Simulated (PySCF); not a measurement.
Gas-phase reaction: 4 GaNH2 + 2 NH2 = 2 Ga2H6 + 3 N2

Energies from PySCF, thermal terms from the rigid-rotor harmonic-oscillator model, ideal gas at 1 bar. † marks an energy on the PBE0/def2-TZVP geometry and frequencies; other levels use their own. 6-31G* has spherical d functions here. Open shells (unrestricted): NH2 (multiplicity 2); the rest are closed-shell singlets. B3LYP is the form with VWN-RPA correlation. Ga: all electrons, no relativistic terms. GaNH2, Ga2H6: computed as isolated molecules; such fragments, hydroxides, amides, oligomers or adducts are transient or little studied in the gas.

| level | ΔH°(298 K), kJ |
|---|---|
| B3LYP/def2-TZVP† | -317 |
| BLYP/def2-TZVP† | [?] |
| HF/6-31G* | [?] |
| PBE/def2-TZVP† | [?] |
| PBE0/def2-QZVP† | -319 |
| PBE0/def2-TZVP | [?] |
| r2SCAN/def2-TZVP† | -398 |
| LDA/def2-TZVP† | -395 |

Problem. Fill in the missing entries.

Solution. 
- BLYP/def2-TZVP†, ΔH°(298 K), kJ: -307
- HF/6-31G*, ΔH°(298 K), kJ: -421
- PBE/def2-TZVP†, ΔH°(298 K), kJ: -354
- PBE0/def2-TZVP, ΔH°(298 K), kJ: -354
